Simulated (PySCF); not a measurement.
B(Me)(OMe)(SMe) (C₃H₉BOS), SMILES COB(C)SC.

Geometry optimised at PBE0-D3(BJ)/def2-SVP. One conformer was computed; it need not be the lowest.

Computed with PBE/def2-TZVP run with PySCF.

Gas-phase values at a fixed geometry.

| Property | Value |
|---|---|
| total energy | -617.71076 hartree |
| highest occupied level | -5.63 eV |
| lowest empty level | -0.46 eV |
| orbital gap | 5.17 eV |
| dipole moment | 2.01 D |
| quadrupole, principal values (traceless, Buckingham form, about the centre of nuclear charge) | -2.63, -2.58, 5.22 D·Å |
| mean static polarisability | 77.8 bohr³ (11.52 Å³) |
| polarisability, principal values | 58.9, 78.6, 95.8 bohr³ |
